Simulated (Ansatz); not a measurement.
Harmonic frequencies (cm⁻¹) at PBE0-D4/def2-TZVP from Ansatz: 125, 171, 204, 211, 336, 397, 448, 716, 984, 998, 1061, 1134, 1146, 1149, 1194, 1276, 1397, 1440, 1450, 1468, 1471, 1498, 1499, 1545, 1774, 2969, 3018, 3032, 3063, 3082, 3109, 3152, 3681.

Each molecule was computed in one conformer, which needn't be the lowest.

(1) Which molecule is it?
A. `O=CCC(=O)C(F)(F)F`
B. `C/N=C/NC`
C. `C=C(N)CN`
D. `CN/C=C/C=O`

Answers

(1) B.
